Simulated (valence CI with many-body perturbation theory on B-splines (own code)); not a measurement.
Hyperfine factors and g values of Ce18+

Calculated by valence CI with perturbative core correlation (CI+MBPT): four valence electrons over a frozen Dirac-Fock core [Kr], radial functions for each j: 7 s, 7 p, 8 d, 6 f, 4 g, 1 h, with the one-electron correlation potential Σ1, the two-electron term Σ2, the three-electron term Σ3, Breit, model QED; selected CI, second order for the rest, scaled by the run's own slope (own B-spline code, finite nucleus).

No measured spectrum was set against this ion. As an estimate, terms of the open shell hold to 2 to 4 % of their energy, and close levels can change places. The list stops below the first excitations out of the core.

A/g_I is the dipole constant over the nuclear g factor μ/I (μ in nuclear magnetons, uniformly magnetised nucleus), B/Q the quadrupole constant per barn. Both hold the static response of the core; the bare values leave it out. Large factors of s and p1/2 electrons are usually good to 5 to 10 %; those of open d and f shells near neutrality can be off by tens of per cent, and small factors of p3/2, d and f electrons come from cancelling terms and can be off by a factor of two or in sign, in half-filled shells by more. B is blank for J = 1/2, where it vanishes, and for nearly pure S terms. Energies count from the lowest level. Levels with J = 0 are left out.

Levels are named by their leading jj configuration (3d3/2^4 stands for four electrons in 3d with j = 3/2), which in mixed levels can hold well under half, so a name can repeat and another be missing. Letters in brackets count levels of one name in rising energy.

| Level | E (eV) | g | A/g_I (MHz) | A/g_I bare | B/Q (MHz/b) | B/Q bare |
| --- | --- | --- | --- | --- | --- | --- |
| (4d3/2^3 4d5/2) J=1 | 2.089 | 1.498 | -545 | -1.53 | 1960 | 1850 |
| (4d3/2^2 4d5/2^2) J=2 [a] | 3.624 | 1.451 | 1130 | 1610 | 1820 | 1720 |
| (4d3/2^2 4d5/2^2) J=3 [a] | 4.645 | 1.410 | 2300 | 2720 | -526 | -513 |
| (4d3/2^3 4d5/2) J=4 | 5.004 | 1.279 | 3610 | 3860 | -2960 | -2840 |
| (4d3/2^2 4d5/2^2) J=4 [a] | 7.410 | 1.061 | 4050 | 4030 | 87.2 | 67.5 |
| (4d3/2^2 4d5/2^2) J=3 [b] | 8.477 | 0.925 | 4640 | 4440 | 1120 | 1060 |
| (4d3/2^2 4d5/2^2) J=2 [b] | 8.774 | 0.892 | 4070 | 3840 | 2920 | 2780 |
| (4d3/2^2 4d5/2^2) J=5 | 9.096 | 1.076 | 4220 | 4210 | 4160 | 3940 |
| (4d3/2^2 4d5/2^2) J=1 | 9.444 | 1.311 | 3420 | 3710 | -196 | -200 |
| (4d3/2^2 4d5/2^2) J=6 | 9.826 | 1.109 | 4320 | 4360 | 4430 | 4190 |
| (4d3/2^2 4d5/2^2) J=4 [b] | 10.680 | 1.026 | 4820 | 4750 | -2360 | -2230 |
| (4d3/2^2 4d5/2^2) J=2 [c] | 10.981 | 1.186 | 3550 | 3690 | 819 | 769 |
| (4d3/2^2 4d5/2^2) J=3 [c] | 11.250 | 1.180 | 4160 | 4280 | 1770 | 1680 |
| (4d3/2 4d5/2^3) J=4 [a] | 11.765 | 1.167 | 3180 | 3290 | 768 | 729 |
| (4d3/2 4d5/2^3) J=3 [a] | 12.808 | 1.088 | 3080 | 3100 | 371 | 362 |
| (4d3/2^2 4d5/2^2) J=2 [d] | 13.397 | 1.112 | 5240 | 5270 | 805 | 754 |
| (4d3/2 4d5/2^3) J=5 | 13.619 | 1.155 | 3550 | 3640 | -2740 | -2600 |
| (4d3/2 4d5/2^3) J=1 [a] | 13.995 | 0.711 | 5820 | 5350 | 1640 | 1550 |
| (4d3/2 4d5/2^3) J=6 | 14.140 | 1.055 | 4260 | 4230 | 5910 | 5620 |
| (4d3/2^2 4d5/2^2) J=4 [c] | 15.302 | 1.109 | 3500 | 3540 | 4140 | 3930 |
| (4d3/2^2 4d5/2^2) J=2 [e] | 15.684 | 1.265 | 3190 | 3420 | -185 | -176 |
| (4d3/2 4d5/2^3) J=3 [b] | 16.488 | 1.071 | 4050 | 4040 | 3800 | 3620 |
| (4d3/2^2 4d5/2^2) J=2 [f] | 17.161 | 1.096 | 4210 | 4230 | 2740 | 2610 |
| (4d5/2^4) J=4 | 19.060 | 1.127 | 3220 | 3290 | -1110 | -1040 |
| (4d3/2 4d5/2^3) J=3 [c] | 19.382 | 1.067 | 4470 | 4450 | 5940 | 5620 |
| (4d3/2 4d5/2^3) J=1 [b] | 19.557 | 1.475 | 324 | 835 | -2240 | -2110 |
| (4d5/2^4) J=2 | 19.585 | 0.986 | 4740 | 4620 | 2170 | 2060 |
| (4d3/2 4d5/2^3) J=4 [b] | 20.506 | 1.071 | 4400 | 4390 | 2800 | 2660 |
| (4d3/2 4d5/2^3) J=2 | 24.348 | 0.999 | 4120 | 4020 | -5450 | -5160 |
